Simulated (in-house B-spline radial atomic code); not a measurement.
Binding energies in Cr

NIST's tabulated ground configuration is [Ar] 3d5 4s1; each binding energy is the energy of the ion with one electron taken from that subshell, relaxed, less that of the parent. Method: Dirac-Hartree-Fock, average of configuration, Fermi nucleus of rms radius 3.6452 fm. Calculated with a radial B-spline atomic code at the basis-set limit. Energies include first-order Breit, QED and recoil terms.

```
subshell  X-ray name  binding energy (eV)  -ε (eV)  relaxation (eV)
   2p1/2          L2                589.8    611.6             21.2
   2p3/2          L3                581.4    602.8             21.0
   3p1/2          M2                52.51    58.10             5.54
   3p3/2          M3                51.54    57.00             5.44
      4s          N1                 5.63     5.74             0.10
      3d        M4,5                 5.24     8.60             3.37
```

Relaxation = -ε minus the binding energy without Breit, QED and recoil terms.

(1) What does it cost to remove both a 2p1/2 and a 3p3/2 electron?

(2) What does it cost to remove both a 2p3/2 and a 3p1/2 electron?

(3) What does it cost to remove two 2p1/2 electrons?

Answers

(1) 659.93 eV, which is 18.55 eV more than the two single binding energies together.

(2) 652.59 eV, which is 18.66 eV more than the two single binding energies together.

(3) 1238.1 eV, which is 58.38 eV more than the two single binding energies together.
